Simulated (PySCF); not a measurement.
hydrogen fluoride, charge +1, doublet (typed; the unrestricted solution is spin-contaminated), at a GFN2-xTB geometry (a state made from the parent by changing its charge; the spin is typed, not shown lowest), with bond 1-2 at 2.2 times its length; PBE/def2-SV(P) in PySCF.

Here is a job for PySCF.
```python
from pyscf import gto, scf, dft

mol = gto.M(
    atom='''
F     0.00000000    0.00000000   -1.35763107
H     0.00000000    0.00000000    0.93989843
''',
    basis='def2-sv(p)',
    charge=1,
    spin=1,
    verbose=3,
)

mf = dft.UKS(mol)
mf.xc = 'pbe'
mf.kernel()
mo_i, mo_e, stable_i, stable_e = mf.stability(internal=True, external=False, return_status=True, nroots=6, tol=1e-6)
print('internally stable:', stable_i, ' externally stable:', stable_e)
if not stable_i:
    umf = mf.copy()
    umf.scf_summary = {}
    umf.kernel(umf.make_rdm1(mo_i, mf.mo_occ))
mf.analyze()
```

Problem. Predict the main parts of the log of this PySCF run.

Solution. 
```
converged SCF energy = -99.5800289538826  <S^2> = 0.92955814  2S+1 = 2.1721493
<class 'pyscf.dft.uks.UKS'> wavefunction is stable in the internal stability analysis
internally stable: True  externally stable: None
**** MO energy ****
                             alpha | beta                alpha | beta
MO #1   energy= -24.7262768955502  | -24.689322219814   occ= 1 | 1
MO #2   energy= -1.436148727929    | -1.34445018393122  occ= 1 | 1
MO #3   energy= -0.81718003592213  | -0.706055068976821 occ= 1 | 1
MO #4   energy= -0.758393354679001 | -0.685713837122103 occ= 1 | 1
MO #5   energy= -0.722477277883113 | -0.649130305467463 occ= 1 | 0
MO #6   energy= -0.512686701031571 | -0.64540615222479  occ= 0 | 0
MO #7   energy= 0.158809413057439  | 0.0611551335814773 occ= 0 | 0
MO #8   energy= 0.67367192324789   | 0.725116374285072  occ= 0 | 0
MO #9   energy= 0.677161371200828  | 0.751921618321703  occ= 0 | 0
MO #10  energy= 0.729617922963674  | 0.777069331307287  occ= 0 | 0
MO #11  energy= 0.74124945657804   | 0.778576522598852  occ= 0 | 0
MO #12  energy= 2.50685802392232   | 2.61677672130677   occ= 0 | 0
MO #13  energy= 2.5146305616652    | 2.61838796555316   occ= 0 | 0

To work with the spin densities directly, `use mulliken_meta_spin()` only printing them here.

 ** Mulliken spin pop alpha/beta on meta-lowdin orthogonal AOs **
 ** Mulliken Spin Density (per atom)  **
spin density of  0 F =      1.26440
spin density of  1 H =     -0.26440
 ** Mulliken pop alpha/beta on meta-lowdin orthogonal AOs **
 ** Mulliken atomic charges   ( Nelec_alpha | Nelec_beta ) **
charge of  0F =      0.29566  (     4.98437      3.71997 )
charge of  1H =      0.70434  (     0.01563      0.28003 )

WARN: System has nonzero charge 1; the dipole moment is origin-dependent.
Location of origin: [0. 0. 0.]

Dipole moment(X, Y, Z, Debye):  0.00000,  0.00000,  1.26418
```
